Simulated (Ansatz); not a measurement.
Ansatz (a program for electronic structure) input (CCSD(T)/def2-SVPD):

Ansatz 0.2 input:
```yaml
crystal:
  periodic: [false, false, false]
  atoms:
    - {symbol: Si, position_ang: [0.20432812, -0.90957854, -0.15040684]}
    - {symbol: Br, position_ang: [-0.11968456, 0.85142398, -1.68711623]}
    - {symbol: Br, position_ang: [0.03848214, 0.37852957, 1.86142651]}
    - {symbol: N, position_ang: [1.48411068, -1.88271506, -0.25532342]}
    - {symbol: N, position_ang: [-1.31847471, -1.71172792, -0.32369042]}
    - {symbol: H, position_ang: [2.38309566, -1.53040665, 0.04427659]}
    - {symbol: H, position_ang: [-1.42705464, -2.50438093, 0.29458862]}
    - {symbol: H, position_ang: [-2.13400143, -1.11838579, -0.28093216]}
basis:
  gaussian:
    orbitals: def2-SVPD
total_charge: -1
magnetization: {spin_polarized: false}
correlation: {method: ccsd_t, electrons: outside_noble_gas}
output: {forces: true}
```

Output:

```
Functional definition: HF
integrals: 0.59 GiB planned
1641 factors; integrals over basis functions are off by at most 1.1e-3 eV
1.15 GiB of device memory are held for the factors and their scratch space
mean field: 1.66 GiB planned
mean field evaluation 1: about -150850.5538 eV, gradient 3.8e1 eV
mean field evaluation 2: about -150850.6595 eV, gradient 3.8e1 eV
mean field evaluation 4: about -150854.1954 eV, gradient 3.6e0 eV
mean field evaluation 8: about -150854.2479 eV, gradient 2.9e-1 eV
mean field evaluation 16: about -150850.5525 eV, gradient 3.8e1 eV
mean field -150854.24863453 eV, -5543.7913846366 hartree, gradient 3.7e-6 eV, S^2 0.000000; 0 other end points of the search recorded, 0 dependent functions left out
35 core orbitals not correlated
reference -150854.24863453 eV, -5543.7913846366 hartree; 16, 16 occupied and 119, 119 virtual orbitals, 1641 factors
densities: 5.06 GiB planned
second order -19.78661155 eV of doubles, -0.00000000 eV of singles
coupled cluster: 1.92 GiB planned
cycle   1  -20.15659876 eV  change   -3.7e-1 eV  update   1.1e-1
cycle   2  -20.59522795 eV  change   -4.4e-1 eV  update   3.3e-2
cycle   3  -20.71654960 eV  change   -1.2e-1 eV  update   1.9e-2
cycle   4  -20.71569344 eV  change    8.6e-4 eV  update   4.7e-3
cycle   5  -20.71222301 eV  change    3.5e-3 eV  update   2.3e-3
cycle   6  -20.71249277 eV  change   -2.7e-4 eV  update   8.3e-4
cycle   7  -20.71257587 eV  change   -8.3e-5 eV  update   3.6e-4
cycle   8  -20.71250748 eV  change    6.8e-5 eV  update   1.4e-4
cycle   9  -20.71250825 eV  change   -7.7e-7 eV  update   5.2e-5
cycle  10  -20.71252404 eV  change   -1.6e-5 eV  update   2.2e-5
cycle  11  -20.71249981 eV  change    2.4e-5 eV  update   9.0e-6
cycle  12  -20.71250270 eV  change   -2.9e-6 eV  update   3.6e-6
perturbative correction -0.75903779 eV, -0.0278941244 hartree
the calculation of the forces begins
1.15 GiB of device memory are held for the factors and their scratch space
Total energy: -150875.72017502 eV, -5544.5804491959 hartree
Atom 0 at     0.204328    -0.909579    -0.150407 Å, force    -0.233187     0.710007     0.078838 eV/Å
Atom 1 at    -0.119685     0.851424    -1.687116 Å, force    -0.034364     0.038195    -0.042773 eV/Å
Atom 2 at     0.038482     0.378530     1.861427 Å, force    -0.012348     0.033542     0.052556 eV/Å
Atom 3 at     1.484111    -1.882715    -0.255323 Å, force     0.485646    -0.611022    -0.116562 eV/Å
Atom 4 at    -1.318475    -1.711728    -0.323690 Å, force    -0.194906    -0.098189    -0.229264 eV/Å
Atom 5 at     2.383096    -1.530407     0.044277 Å, force     0.391277     0.050446     0.081364 eV/Å
Atom 6 at    -1.427055    -2.504381     0.294589 Å, force    -0.062438    -0.300120     0.187174 eV/Å
Atom 7 at    -2.134001    -1.118386    -0.280932 Å, force    -0.339680     0.177142    -0.011332 eV/Å
Dipole moment:    -0.548192     0.490599     0.230670 e Å
```

It need not be the lowest isomer of its formula. Whether it binds its extra electron was not tested at this geometry.
